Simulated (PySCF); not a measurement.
# Excitation energy of Be by level of theory

Be [He] 2s2 (1S) → Be [He] 2s1 2p1 (3P), as a difference of total energies. Calculation: PySCF 2.14, in ANO-RCC-VTZP (4s3p2d1f, 30 functions); the spin-free X2C one-electron Hamiltonian (Gaussian nucleus). Correlated levels: valence and next inner shell: nothing frozen. The calculations carry no spin-orbit coupling.

```
                                method  excitation energy (eV)
                                   UHF                   1.614
    MP2 (valence and next inner shell)                   2.298
SCS-MP2 (valence and next inner shell)                   2.491
   CCSD (valence and next inner shell)                   2.728
CCSD(T) (valence and next inner shell)                   2.736
  CCSDT (valence and next inner shell)                   2.737
```

**Question.** How much does correlation contribute at CCSD(T) (valence and next inner shell)?

**Answer.** 2.736 − (1.614) = 1.122 eV, measured against UHF.

Errors of the correlated levels include the incompleteness of this basis.

The basis was made for the ground configuration and has no added diffuse functions, so the excitation energy can come out too high.

For comparison: 2.725 eV (measured; NIST levels, between the centres of gravity of the two terms).
